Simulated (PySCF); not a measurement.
# One molecule, a ladder of functionals, a line

Molecule: SMILES [BH2-]1[PH2+][BH2-][PH2+]1, B2H8P2.

Molfile (atoms numbered from 1):
```
B2H8P2
     RDKit          3D

 12 12  0  0  0  0  0  0  0  0999 V2000
    0.2940    0.3540   -1.3478 B   0  0  0  0  0  0  0  0  0  0  0  0
    1.3119    0.0512    0.3151 P   0  0  0  0  0  0  0  0  0  0  0  0
   -0.3529   -0.0314    1.3710 B   0  0  0  0  0  0  0  0  0  0  0  0
   -1.2556   -0.3565   -0.3531 P   0  0  0  0  0  0  0  0  0  0  0  0
    0.6469   -0.1998   -2.3644 H   0  0  0  0  0  0  0  0  0  0  0  0
    0.1212    1.5576   -1.4183 H   0  0  0  0  0  0  0  0  0  0  0  0
    2.0676   -1.1468    0.3244 H   0  0  0  0  0  0  0  0  0  0  0  0
    2.3044    0.9911    0.6860 H   0  0  0  0  0  0  0  0  0  0  0  0
   -0.4531   -0.8499    2.2567 H   0  0  0  0  0  0  0  0  0  0  0  0
   -0.6135    1.1214    1.6661 H   0  0  0  0  0  0  0  0  0  0  0  0
   -1.5408   -1.7187   -0.6159 H   0  0  0  0  0  0  0  0  0  0  0  0
   -2.5278    0.2263   -0.5720 H   0  0  0  0  0  0  0  0  0  0  0  0
  1  2  1  0
  2  3  1  0
  3  4  1  0
  4  1  1  0
  1  5  1  0
  1  6  1  0
  2  7  1  0
  2  8  1  0
  3  9  1  0
  3 10  1  0
  4 11  1  0
  4 12  1  0
M  CHG  4   1  -1   2   1   3  -1   4   1
M  END
```

GIAO shieldings (ppm, equivalent atoms averaged) in PySCF 2.14 on the PBE0-D3(BJ)/def2-SVP geometry, basis pcSseg-2, gas phase, non-relativistic:

| functional | exact exchange (%) | σ(B1/B3) |
| --- | --- | --- |
| BLYP | 0 | 125.9 |
| BP86 | 0 | 130.2 |
| PBE | 0 | 130.6 |
| B3LYP | 20 | 130.3 |
| PBE0 | 25 | 135.5 |
| BHandHLYP | 50 | 135.7 |
| HF | 100 | 144.2 |

Q: Fit each shielding as a line in the percentage of exact exchange.

A: σ(B1/B3) = 129.0 + 0.15 x (rms 1.9 ppm). The functionals also differ in their semilocal parts, which the line can't hold; Hartree–Fock has no correlation at all.

Q: What does the line predict for mPW1PW91 (25 %), and what does the run give?

A: σ(B1/B3): 132.8 predicted, 134.9 computed ppm.
